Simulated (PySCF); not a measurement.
## Calculated data, B2ClH4Si, CH5B3

All values are calculated (PySCF 2.14.0). Calculation on a computer-drawn molecule: the log of a Hartree-Fock and frozen-core CCSD(T) single point meant for a local Hartree-Fock minimum, with one planted fault or none, to be diagnosed. Offsets are logged minus clean, where the clean run is the same molecule without the fault. The reference is restricted for singlets and unrestricted otherwise, and also for a bond in bohr or an excited solution. Adding or removing an electron swaps singlet and doublet. The excited solution moves the top pair (singlet) or top alpha electron (doublet) to the lowest empty orbital. Highest occupied and lowest empty are orbital energies over both spins, largest force is the largest gradient component, triples share is (T) over the correlation energy, the T1 limit is 0.02 restricted and 0.045 unrestricted, electrons count all cores, a negative frequency is imaginary (commonest isotopes), and the dipole is about the centre of nuclear charge.

Common to all runs: meant charge 0; logged SCF converged yes; logged CC converged yes; logged SCF stable within its kind yes; possible faults no fault, one electron removed, one electron added, multiplicity raised by two, geometry at a saddle point, SCF held on an excited solution, minimal basis STO-3G, one bond length entered in bohr, all coordinates scaled.

(1) 
```xyz
8
formula=B2ClH4Si meant_multiplicity=2 meant_basis=cc-pV(D+d)Z logged_electrons=45 logged_basis_functions=32 logged_spin_squared=0.762 logged_highest_occupied=-6.3925 logged_lowest_empty=4.8097 logged_largest_force=0.02944 logged_T1_diagnostic=0.016255 logged_D1_diagnostic=0.084236 logged_triples_share=0.018543 logged_dipole_magnitude=2.2141 logged_energy_HF=-791.21081 logged_energy_CCSD(T)=-791.35813 planted_fault=minimal_basis_STO-3G HF_energy_offset_from_clean_run=5580 CCSD(T)_energy_offset_from_clean_run=5771
B     -1.4653    -1.7891     4.0393
B     -1.8633    -1.2423     2.4869
Si    -1.9044     0.6738     1.8916
Cl    -2.1903    -2.4956     1.2563
H     -0.3232    -1.9538     4.3727
H     -2.3226    -2.0281     4.8459
H     -2.7199     1.0140     0.7064
H     -2.0218     1.7070     2.9455
```

Units: logged_highest_occupied, logged_lowest_empty in eV; logged_largest_force in hartree/bohr; logged_dipole_magnitude in debye; logged_energy_HF, logged_energy_CCSD(T) in hartree; HF_energy_offset_from_clean_run, CCSD(T)_energy_offset_from_clean_run in kcal/mol.

Drawn bonds:
```tsv
atom	other atom	order
1	2	1
2	3	1
2	4	1
1	5	1
1	6	1
3	7	1
3	8	1
```

(2) 
```xyz
8
formula=B2ClH4Si meant_multiplicity=2 meant_basis=cc-pV(D+d)Z logged_electrons=45 logged_basis_functions=94 logged_spin_squared=1.6008 logged_highest_occupied=-8.5727 logged_lowest_empty=0.49811 logged_largest_force=0.0067869 logged_T1_diagnostic=0.038854 logged_D1_diagnostic=0.16883 logged_triples_share=0.034859 logged_dipole_magnitude=0.98095 logged_energy_HF=-799.99961 logged_energy_CCSD(T)=-800.43841 planted_fault=one_bond_length_entered_in_bohr,row_7_of_the_drawn_bonds HF_energy_offset_from_clean_run=64.94 CCSD(T)_energy_offset_from_clean_run=73.13
B     -1.4653    -1.7891     4.0393
B     -1.8633    -1.2423     2.4869
Si    -1.9044     0.6738     1.8916
Cl    -2.1903    -2.4956     1.2563
H     -0.3232    -1.9538     4.3727
H     -2.3226    -2.0281     4.8459
H     -2.7199     1.0140     0.7064
H     -2.1263     2.6263     3.8833
```

Units: logged_highest_occupied, logged_lowest_empty in eV; logged_largest_force in hartree/bohr; logged_dipole_magnitude in debye; logged_energy_HF, logged_energy_CCSD(T) in hartree; HF_energy_offset_from_clean_run, CCSD(T)_energy_offset_from_clean_run in kcal/mol.

Drawn bonds:
```tsv
atom	other atom	order
1	2	1
2	3	1
2	4	1
1	5	1
1	6	1
3	7	1
3	8	1
```

(3) 
```xyz
9
formula=CH5B3 meant_multiplicity=1 meant_basis=cc-pVDZ logged_electrons=26 logged_basis_functions=25 logged_spin_squared=0 logged_highest_occupied=-7.8531 logged_lowest_empty=4.4698 logged_largest_force=0.045479 logged_T1_diagnostic=0.013762 logged_D1_diagnostic=0.042869 logged_triples_share=0.023973 logged_dipole_magnitude=1.477 logged_energy_HF=-113.32493 logged_energy_CCSD(T)=-113.54763 planted_fault=minimal_basis_STO-3G HF_energy_offset_from_clean_run=900 CCSD(T)_energy_offset_from_clean_run=1033
B     -1.4223     0.3219     2.0985
B     -1.7161     0.1500     0.4548
C     -1.9699    -0.0996    -0.8885
B     -2.1491    -1.6221    -0.8326
H     -1.4201    -0.6262     2.8267
H     -1.2108     1.4081     2.5566
H     -2.0430     0.5009    -1.7799
H     -2.3915    -2.2843    -1.8044
H     -2.0448    -2.1925     0.2270
```

Units: logged_highest_occupied, logged_lowest_empty in eV; logged_largest_force in hartree/bohr; logged_dipole_magnitude in debye; logged_energy_HF, logged_energy_CCSD(T) in hartree; HF_energy_offset_from_clean_run, CCSD(T)_energy_offset_from_clean_run in kcal/mol.

Drawn bonds:
```tsv
atom	other atom	order
1	2	1
2	3	2
3	4	1
1	5	1
1	6	1
3	7	1
4	8	1
4	9	1
```

(4) 
```xyz
9
formula=CH5B3 meant_multiplicity=1 meant_basis=cc-pVDZ logged_electrons=26 logged_basis_functions=81 logged_spin_squared=2.0117 logged_highest_occupied=-6.7283 logged_lowest_empty=-1.1114 logged_largest_force=0.15518 logged_T1_diagnostic=0.017299 logged_D1_diagnostic=0.078424 logged_triples_share=0.028542 logged_dipole_magnitude=3.8952 logged_energy_HF=-114.67107 logged_energy_CCSD(T)=-115.07476 planted_fault=multiplicity_raised_by_two HF_energy_offset_from_clean_run=55.24 CCSD(T)_energy_offset_from_clean_run=74.29
B     -1.4223     0.3219     2.0985
B     -1.7161     0.1500     0.4548
C     -1.9699    -0.0996    -0.8885
B     -2.1491    -1.6221    -0.8326
H     -1.4201    -0.6262     2.8267
H     -1.2108     1.4081     2.5566
H     -2.0430     0.5009    -1.7799
H     -2.3915    -2.2843    -1.8044
H     -2.0448    -2.1925     0.2270
```

Units: logged_highest_occupied, logged_lowest_empty in eV; logged_largest_force in hartree/bohr; logged_dipole_magnitude in debye; logged_energy_HF, logged_energy_CCSD(T) in hartree; HF_energy_offset_from_clean_run, CCSD(T)_energy_offset_from_clean_run in kcal/mol.

Drawn bonds:
```tsv
atom	other atom	order
1	2	1
2	3	2
3	4	1
1	5	1
1	6	1
3	7	1
4	8	1
4	9	1
```
